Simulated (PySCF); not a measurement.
Se(Cl)(Me) (CH3ClSe), SMILES C[Se]Cl.

The structure is a stationary point at B3LYP-D3(BJ)/def2-TZVP.

Calculation: CAM-B3LYP/def2-TZVPD in PySCF.

Symmetry labels are those of the subgroup Cs that the program uses (full group Cs).

**Question.** List the valence orbital energies around the gap with their symmetry. (The exact figures need the calculation; the answer reports its results.)

**Answer.** 
| orbital | symmetry | energy (eV) |
|---|---|---|
| HOMO−7 | A' | -19.33 |
| HOMO−6 | A' | -14.17 |
| HOMO−5 | A" | -14.00 |
| HOMO−4 | A' | -12.61 |
| HOMO−3 | A' | -11.62 |
| HOMO−2 | A" | -11.14 |
| HOMO−1 | A' | -10.11 |
| HOMO | A" | -7.96 |
| LUMO | A' | -1.09 |
| LUMO+1 | A' | 0.55 |
| LUMO+2 | A' | 0.92 |
| LUMO+3 | A' | 1.21 |
